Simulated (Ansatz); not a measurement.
Reaction (redistribution): `ClB(Cl)Br` + `[AlH2][SH]` → `SB(Cl)Cl` + `[AlH2][Br]`

Gas-phase electronic energies from Ansatz, PBE0-D4/def2-TZVP geometries. CCSD(T)/CBS adds triple-zeta CCSD(T) − MP2 to the extrapolated MP2 energy (def2 sets, frozen cores). This one scheme is used for every species. Functionals use def2-TZVPP. B3LYP here is the variant with VWN-RPA as its local correlation; programs differ in this. HSE06 is defined as in plane-wave codes. For Br outer-core shells are correlated without core-valence functions, which leaves a few kJ/mol of doubt a bond. Scalar relativity is left out up to krypton. Each species was taken in one conformer, which may not be the lowest.

```csv
level,ΔE (kJ/mol),difference from CCSD(T)/CBS
LDA (SPW92),-47.7,3.1
PBE-D4,-47.7,3.1
revPBE-D4,-47.9,2.9
BLYP-D4,-48.8,2.0
r2SCAN-D4,-51.7,-0.9
B97M-V,-50.0,0.8
PBE0-D4,-51.3,-0.5
B3LYP-D4,-51.8,-1.0
r2SCAN0-D4,-53.9,-3.1
HSE06-D4,-51.3,-0.5
BHLYP-D4,-55.8,-5.0
CAM-B3LYP-D4,-53.4,-2.6
ωB97X-V,-52.6,-1.8
ωB97M-V,-52.0,-1.2
B2PLYP,-51.9,-1.1
PBE-QIDH,-52.8,-2.0
PBE,-47.8,3.0
revPBE,-47.7,3.1
BLYP,-49.1,1.7
r2SCAN,-51.6,-0.8
PBE0,-51.5,-0.7
B3LYP,-52.1,-1.3
r2SCANh,-52.5,-1.7
r2SCAN0,-53.8,-3.0
HSE06,-51.5,-0.7
CAM-B3LYP,-53.6,-2.8
LC-ωPBE,-52.9,-2.1
RPA@PBE/def2-TZVPP,-47.2,3.6
MP2/def2-SVP,-55.4,-4.6
CCSD/def2-SVP,-56.2,-5.4
CCSD(T)/def2-SVP,-54.7,-3.9
HF/def2-TZVPP,-61.0,-10.2
MP2/def2-TZVPP,-49.9,0.9
SCS-MP2/def2-TZVPP,-50.8,0.0
CCSD/def2-TZVPP,-51.1,-0.3
HF/def2-QZVPP,-60.9,-10.1
MP2/def2-QZVPP,-50.4,0.4
SCS-MP2/def2-QZVPP,-51.3,-0.5
MP2/CBS(def2),-50.9,-0.1
CCSD/CBS(def2),-52.1,-1.3
CCSD(T)/CBS,-50.8,0
```

Largest T1 diagnostic among the species: 0.012.

Leaving LDA and LC-ωPBE aside and taking each functional with its dispersion term where it has one, the values spread over 8.2 kJ/mol, from BHLYP-D4 to PBE-D4. From BLYP to BHLYP (50 % exact exchange), in def2-TZVPP and without D4, ΔE moves by −7.3 kJ/mol. In def2-TZVPP, CCSD(T) changes the Hartree–Fock value by +11.2 kJ/mol (the triples alone add +1.4 kJ/mol) and MP2 by +11.1 kJ/mol.
